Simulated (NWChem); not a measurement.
System: C₆H₄Cl, doublet; SMILES Clc1[c]cccc1

Output (shortened):

```
             Northwest Computational Chemistry Package (NWChem) 7.3.0
             --------------------------------------------------------

                             Geometry "geometry" -> ""
                             -------------------------

 Output coordinates in angstroms (scale by  1.889725989 to convert to a.u.)

  No.       Tag          Charge          X              Y              Z
 ---- ---------------- ---------- -------------- -------------- --------------
    1 Cl                  17.0000    -0.07598600    -2.29329400     0.00000000
    2 C                    6.0000    -0.03941000    -0.53740600     0.00000000
    3 C                    6.0000    -1.19693000     0.20334500     0.00000000
    4 C                    6.0000    -1.25566700     1.57842000     0.00000000
    5 C                    6.0000    -0.02991800     2.26480800     0.00000000
    6 C                    6.0000     1.17153900     1.55016700     0.00000000
    7 C                    6.0000     1.18009600     0.15259400     0.00000000
    8 H                    1.0000    -2.20088800     2.11434900     0.00000000
    9 H                    1.0000    -0.02072700     3.35162900     0.00000000
   10 H                    1.0000     2.11739500     2.08437300     0.00000000
   11 H                    1.0000     2.11348300    -0.40270700     0.00000000

 Effective nuclear repulsion energy (a.u.)     302.2646390002

                                 NWChem DFT Module
                                 -----------------

 Summary of "ao basis" -> "ao basis" (spherical)
 ------------------------------------------------------------------------------
       Tag                 Description            Shells   Functions and Types
 ---------------- ------------------------------  ------  ---------------------
 Cl                         def2-svp                 8       18   4s3p1d
 C                          def2-svp                 6       14   3s2p1d
 H                          def2-svp                 3        5   2s1p

 in cosmo_initialize ...
 calling solv_data for solv:toluene

 solvent parameters
 solvname_short: toluene
 solvname_long:  toluene
 dielec:        2.3741
 dielecinf:     2.2383
 nonaqueous SMD model solvent descriptors
 dielec:        2.3741
 sola:          0.0000
 solb:          0.1400
 solc:          0.8570
 solg:         40.2000
 solh:          0.0000
 soln:          1.4961

          ---------------
          -cosmo- solvent
          ---------------
 Cosmo: York-Karplus, doi: 10.1021/jp992097l
 dielectric constant -eps-     =   2.37
 screen = (eps-1)/(eps    )    =   0.57879
 surface charge correction     = lagrangian

   van der Waals surface
 --------------------------

 ---------- ATOMIC COORDINATES (A.U.) ------------ VDWR(ANG.) --
     1   -0.14359272   -4.33369727    0.00000000     2.380
     2   -0.07447410   -1.01555008    0.00000000     1.850
     3   -2.26186973    0.38426633    0.00000000     1.850
     4   -2.37286656    2.98278129    0.00000000     1.850
     5   -0.05653682    4.27986654    0.00000000     1.850
     6    2.21388769    2.92939087    0.00000000     1.850
     7    2.23005808    0.28836085    0.00000000     1.850
     8   -4.15907525    3.99554025    0.00000000     1.200
     9   -0.03916835    6.33366043    0.00000000     1.200
    10    4.00129636    3.93889383    0.00000000     1.200
    11    3.99390375   -0.76100588    0.00000000     1.200
 number of segments per atom =        128
 number of   points per atom =        128
 atom (   nspa,  nppa )
 ----------------------
    1 (    104,     0 )       0
    2 (     20,     0 )       0
    3 (     54,     0 )       0
    4 (     50,     0 )       0
    5 (     44,     0 )       0
    6 (     50,     0 )       0
    7 (     42,     0 )       0
    8 (     54,     0 )       0
    9 (     48,     0 )       0
   10 (     54,     0 )       0
   11 (     50,     0 )       0
 number of -cosmo- surface points =      570
 molecular surface =    146.859 angstrom**2
 molecular volume  =    134.614 angstrom**3
 -lineq- algorithm             =   0
 -bem- low  level              =   3
 -bem- from -octahedral-
 gaussian surface charge width =   4.50000
 degree of switching           =   1.00000
 switching function tolerance  =   0.00010
 atomic radii =
 --------------
    1 17.000  2.380
    2  6.000  1.850
    3  6.000  1.850
    4  6.000  1.850
    5  6.000  1.850
    6  6.000  1.850
    7  6.000  1.850
    8  1.000  1.200
    9  1.000  1.200
   10  1.000  1.200
   11  1.000  1.200
 ...... end of -cosmo- initialization ......

 nat:                    11
 ixmem:                  6636
 calling mnsol_interface()
 G(SMD-CDS) energy (kcal/mol)  =    -3.818
 SMD-CDS SASA (angstrom**2)    =   159.070

            General Information
            -------------------
          SCF calculation type: DFT
          Wavefunction type:  spin polarized.
          No. of atoms     :    11
          No. of electrons :    57
           Alpha electrons :    29
            Beta electrons :    28
          Charge           :     0
          Spin multiplicity:     2
          Use of symmetry is: off; symmetry adaption is: off
          Maximum number of iterations: 150
          AO basis - number of functions:   122
                     number of shells:    56
          Convergence on energy requested:  1.00D-06
          Convergence on density requested:  1.00D-05
          Convergence on gradient requested:  5.00D-04

              XC Information
              --------------
                         B3LYP Method XC Potential
                     Hartree-Fock (Exact) Exchange  0.200
                        Slater Exchange Functional  0.800 local
                    Becke 1988 Exchange Functional  0.720 non-local
              Lee-Yang-Parr Correlation Functional  0.810
                  VWN I RPA Correlation Functional  0.190 local

             Grid Information
             ----------------
          Grid used for XC integration:  medium
          Radial quadrature: Mura-Knowles
          Angular quadrature: Lebedev.
          Tag              B.-S. Rad. Rad. Pts. Rad. Cut. Ang. Pts.
          ---              ---------- --------- --------- ---------
          Cl                  1.00       88          13.0       590
          C                   0.70       49          11.0       434
          H                   0.35       45          12.0       434
          Grid pruning is: on
          Number of quadrature shells:   562
          Spatial weights used:  Erf1

[...]

                                COSMO-SMD solvation results
                                ---------------------------

             internal energy in gas <Psi(g)|H|Psi(g)> =      -690.860496691974
         internal energy in solvent <Psi(s)|H|Psi(s)> =      -690.860205272028
                               delta internal energy  =         0.000291419947 (    0.18 kcal/mol)
   total free energy in solvent <Psi(s)|H+V/2|Psi(s)> =      -690.863223712738
 polarization energy contribution <Psi(s)|V/2|Psi(s)> =        -0.003018440710 (   -1.89 kcal/mol)
    total free energy in solvent including G(SMD-CDS) =      -690.869308593436
                       G(SMD-CDS) energy contribution =        -0.006084880699 (   -3.82 kcal/mol)
     1 M fixed-concentration free energy of solvation =        -0.008811901462 (   -5.53 kcal/mol)

                    DFT Final Alpha Molecular Orbital Analysis
                    ------------------------------------------

 Vector   27  Occ=1.000000D+00  E=-2.775059D-01
              MO Center=  4.1D-02,  8.4D-01,  2.4D-09, r^2= 3.0D+00
   Bfn.  Coefficient  Atom+Function         Bfn.  Coefficient  Atom+Function
  ----- ------------  ---------------      ----- ------------  ---------------
    38      0.325783   3 C  pz               80     -0.311082   6 C  pz
    94     -0.305442   7 C  pz               52      0.275769   4 C  pz
    41      0.211519   3 C  pz               97     -0.210240   7 C  pz
    83     -0.209035   6 C  pz               55      0.184271   4 C  pz
    66     -0.036150   5 C  pz

 Vector   28  Occ=1.000000D+00  E=-2.676666D-01
              MO Center= -1.1D+00,  2.3D-01, -2.7D-10, r^2= 2.4D+00
   Bfn.  Coefficient  Atom+Function         Bfn.  Coefficient  Atom+Function
  ----- ------------  ---------------      ----- ------------  ---------------
    36      0.476519   3 C  px               39      0.308964   3 C  px
    35     -0.272610   3 C  s                37      0.271600   3 C  py
    40      0.218034   3 C  py               22     -0.177164   2 C  px
    34     -0.167287   3 C  s                64      0.155571   5 C  px
    92      0.144867   7 C  px               51     -0.136978   4 C  py

 Vector   29  Occ=1.000000D+00  E=-2.582339D-01
              MO Center= -3.6D-02,  9.7D-02,  2.0D-09, r^2= 4.5D+00
   Bfn.  Coefficient  Atom+Function         Bfn.  Coefficient  Atom+Function
  ----- ------------  ---------------      ----- ------------  ---------------
    13      0.377144   1 Cl pz               66      0.313319   5 C  pz
    24     -0.299499   2 C  pz               10      0.260631   1 Cl pz
    69      0.225574   5 C  pz               94     -0.205504   7 C  pz
    27     -0.183227   2 C  pz               38     -0.174096   3 C  pz
    52      0.157877   4 C  pz                7      0.149983   1 Cl pz

 Vector   30  Occ=0.000000D+00  E=-2.846123D-02
              MO Center= -3.4D-02,  8.1D-01, -2.8D-09, r^2= 3.7D+00
   Bfn.  Coefficient  Atom+Function         Bfn.  Coefficient  Atom+Function
  ----- ------------  ---------------      ----- ------------  ---------------
    97      0.470073   7 C  pz               55      0.459034   4 C  pz
    27     -0.381102   2 C  pz               69     -0.371345   5 C  pz
    52      0.351406   4 C  pz               94      0.346826   7 C  pz
    24     -0.309140   2 C  pz               66     -0.282478   5 C  pz
    13      0.153331   1 Cl pz               83     -0.094523   6 C  pz

 Vector   31  Occ=0.000000D+00  E=-2.271102D-02
              MO Center=  2.0D-02,  8.7D-01, -2.0D-09, r^2= 3.5D+00
   Bfn.  Coefficient  Atom+Function         Bfn.  Coefficient  Atom+Function
  ----- ------------  ---------------      ----- ------------  ---------------
    83      0.502992   6 C  pz               41      0.482839   3 C  pz
    80      0.372287   6 C  pz               38      0.369167   3 C  pz
    27     -0.323566   2 C  pz               69     -0.320978   5 C  pz
    24     -0.257611   2 C  pz               66     -0.238335   5 C  pz
    55     -0.187225   4 C  pz               97     -0.177141   7 C  pz

 Vector   32  Occ=0.000000D+00  E= 4.194884D-02
              MO Center=  3.1D-01, -6.8D-01,  3.2D-09, r^2= 5.8D+00
   Bfn.  Coefficient  Atom+Function         Bfn.  Coefficient  Atom+Function
  ----- ------------  ---------------      ----- ------------  ---------------
    12      0.772546   1 Cl py               26      0.683694   2 C  py
   119      0.639230  11 H  s                 4      0.582174   1 Cl s
   114      0.568114  10 H  s                91     -0.563197   7 C  s
    21     -0.539639   2 C  s                63     -0.500990   5 C  s
   104      0.407282   8 H  s                23      0.398110   2 C  py

                     DFT Final Beta Molecular Orbital Analysis
                     -----------------------------------------

 Vector   26  Occ=1.000000D+00  E=-3.149848D-01
              MO Center= -5.4D-02, -2.0D+00, -6.2D-11, r^2= 1.8D+00
   Bfn.  Coefficient  Atom+Function         Bfn.  Coefficient  Atom+Function
  ----- ------------  ---------------      ----- ------------  ---------------
    11      0.635933   1 Cl px                8      0.470078   1 Cl px
     5      0.271639   1 Cl px               22     -0.121780   2 C  px
    49     -0.100915   4 C  s                37     -0.092605   3 C  py
    93      0.090816   7 C  py               92      0.081858   7 C  px
    35      0.080145   3 C  s                25     -0.073834   2 C  px

 Vector   27  Occ=1.000000D+00  E=-2.722960D-01
              MO Center=  1.6D-02,  8.9D-01,  2.0D-09, r^2= 3.0D+00
   Bfn.  Coefficient  Atom+Function         Bfn.  Coefficient  Atom+Function
  ----- ------------  ---------------      ----- ------------  ---------------
    52      0.332293   4 C  pz               94     -0.325698   7 C  pz
    80     -0.284122   6 C  pz               38      0.256425   3 C  pz
    55      0.232098   4 C  pz               97     -0.226286   7 C  pz
    83     -0.194750   6 C  pz               41      0.159776   3 C  pz
    13      0.061489   1 Cl pz               10      0.044440   1 Cl pz

 Vector   28  Occ=1.000000D+00  E=-2.554757D-01
              MO Center= -4.1D-02,  1.7D-02,  2.3D-09, r^2= 4.4D+00
   Bfn.  Coefficient  Atom+Function         Bfn.  Coefficient  Atom+Function
  ----- ------------  ---------------      ----- ------------  ---------------
    13      0.384105   1 Cl pz               24     -0.318475   2 C  pz
    66      0.294852   5 C  pz               10      0.263078   1 Cl pz
    38     -0.222741   3 C  pz               69      0.213871   5 C  pz
    27     -0.204361   2 C  pz               80      0.186837   6 C  pz
     7      0.151481   1 Cl pz               41     -0.139897   3 C  pz

 Vector   29  Occ=0.000000D+00  E=-1.070331D-01
              MO Center= -1.3D+00,  6.4D-02,  1.3D-10, r^2= 2.2D+00
   Bfn.  Coefficient  Atom+Function         Bfn.  Coefficient  Atom+Function
  ----- ------------  ---------------      ----- ------------  ---------------
    35      0.551493   3 C  s                36     -0.427283   3 C  px
    39     -0.283595   3 C  px               37     -0.240007   3 C  py
    63      0.236723   5 C  s                12     -0.216109   1 Cl py
    26     -0.197548   2 C  py               40     -0.191042   3 C  py
    91      0.190711   7 C  s                49     -0.165546   4 C  s

 Vector   30  Occ=0.000000D+00  E=-2.933528D-02
              MO Center=  2.5D-03,  8.0D-01, -2.7D-09, r^2= 3.7D+00
   Bfn.  Coefficient  Atom+Function         Bfn.  Coefficient  Atom+Function
  ----- ------------  ---------------      ----- ------------  ---------------
    97      0.458399   7 C  pz               55      0.429183   4 C  pz
    27     -0.407960   2 C  pz               69     -0.404772   5 C  pz
    94      0.338526   7 C  pz               24     -0.330739   2 C  pz
    52      0.329600   4 C  pz               66     -0.308058   5 C  pz
    13      0.163310   1 Cl pz               10      0.078657   1 Cl pz

 Vector   31  Occ=0.000000D+00  E=-1.258073D-02
              MO Center=  3.8D-02,  9.1D-01, -2.7D-09, r^2= 3.5D+00
   Bfn.  Coefficient  Atom+Function         Bfn.  Coefficient  Atom+Function
  ----- ------------  ---------------      ----- ------------  ---------------
    83      0.529035   6 C  pz               41      0.482727   3 C  pz
    80      0.376313   6 C  pz               38      0.371476   3 C  pz
    69     -0.323209   5 C  pz               97     -0.261229   7 C  pz
    27     -0.240665   2 C  pz               66     -0.232511   5 C  pz
    24     -0.194223   2 C  pz               55     -0.189132   4 C  pz

   alpha - beta orbital overlaps
   -----------------------------

   alpha      1      2      3      4      5      6      7      8      9     10
    beta      1      2      4      5      3      6      7      8      9     10
 overlap   1.000  1.000  0.944  0.982  0.928  0.999  0.999  1.000  1.000  1.000

   alpha     11     12     13     14     15     16     17     18     19     20
    beta     11     12     13     14     15     16     17     18     19     20
 overlap   1.000  0.997  0.997  0.969  0.969  0.988  0.985  0.992  0.998  0.996

   alpha     21     22     23     24     25     26     27     28     29     30
    beta     21     22     23     24     25     26     27     29     28     30
 overlap   0.999  0.999  0.980  0.999  0.999  0.998  0.972  0.968  0.973  0.995

[...]
```

Level: B3LYP/def2-SVP, spin-unrestricted, SMD on the gas-phase geometry. In the optimisation the excess spin sits in a' (Cs, its own frame). Structure relaxed at the B3LYP/6-31G* (spherical d), spin-unrestricted level. No stability test was run on the SCF state. B3LYP is NWChem's, with the RPA form of VWN correlation. Solvent: toluene.

Write an input that gives this output.

Several could match; the one computed here: the input that was run:
```
start job
memory heap 200 mb stack 900 mb global 1100 mb
geometry units angstroms noautosym nocenter noautoz
  Cl    -0.075986    -2.293294     0.000000
  C     -0.039410    -0.537406     0.000000
  C     -1.196930     0.203345     0.000000
  C     -1.255667     1.578420     0.000000
  C     -0.029918     2.264808     0.000000
  C      1.171539     1.550167     0.000000
  C      1.180096     0.152594     0.000000
  H     -2.200888     2.114349     0.000000
  H     -0.020727     3.351629     0.000000
  H      2.117395     2.084373     0.000000
  H      2.113483    -0.402707     0.000000
end
basis spherical
  * library def2-svp
end
dft
  odft
  mult 2
  xc b3lyp
  iterations 150
end
cosmo
  do_cosmo_smd true
  solvent toluene
end
task dft energy
```
